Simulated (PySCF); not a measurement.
C₆H₅NO.
Cartesian coordinates in Å at the GFN2-xTB level; atoms count from 1:
```xyz
13
C6H5NO angstrom
O      3.090    0.691    0.146
C      2.349   -0.238   -0.041
C      0.874   -0.157   -0.029
C      0.222    1.052    0.211
C     -1.163    1.065    0.208
C     -1.837   -0.122   -0.032
C     -1.092   -1.274   -0.260
N      0.225   -1.297   -0.260
H      2.720   -1.258   -0.245
H      0.807    1.940    0.391
H     -1.707    1.981    0.389
H     -2.916   -0.158   -0.043
H     -1.576   -2.223   -0.452
```

Method: PySCF 2.14.0, density-fitted response routines, TDDFT B3LYP/def2-SVPD, vertical, gas phase, core orbitals frozen in the response.

Transition dipole moments from the ground state, in atomic units and in the frame of the coordinates above (overall signs are arbitrary), for the states with f of 0.002 or more among the lowest 8:

```
state  E (hartree)      μx      μy      μz
   S4       0.1848  -0.986   0.177   0.032
   S6       0.2013   0.940  -0.052  -0.007
   S8       0.2370   0.721   0.982   0.200
```

Task: Work out the oscillator strengths.

Result: f = (2/3) ΔE |μ|² with ΔE in hartree (27.2114 eV).

```tsv
state	|μ|² (au)	|μ| (D)	f
S4	1.004	2.55	0.124
S6	0.887	2.39	0.119
S8	1.523	3.14	0.241
```

Task: What is the point group, and which symmetry does each of these states have?

Result: Cs. The ground state is totally symmetric, so the direction of μ fixes the label. Polarised in the mirror plane, so A′: S4, S6 and S8.

Task: What angle do the transition dipoles of S4 and S6 make?

Result: |cos θ| = |μa·μb| / (|μa| |μb|) = 0.99, so θ ≈ 7° (taken between 0 and 90°, since the signs are arbitrary).

Task: How is the summed strength of these states shared among x, y and z?

Result: (2/3) Σ ΔE μα² gives 0.320 for x, 0.156 for y and 0.006 for z, 0.483 in all.

Task: What peak molar absorption coefficient would the strongest computed level give as a lone Gaussian band 0.5 eV wide at half height?

Result: ε(max) = 2.175×10⁸ f / FWHM, with the width in cm⁻¹. S8: 2.175×10⁸ × 0.2407 / 4033 ≈ 13000 L mol⁻¹ cm⁻¹.

One conformer stands for the species.
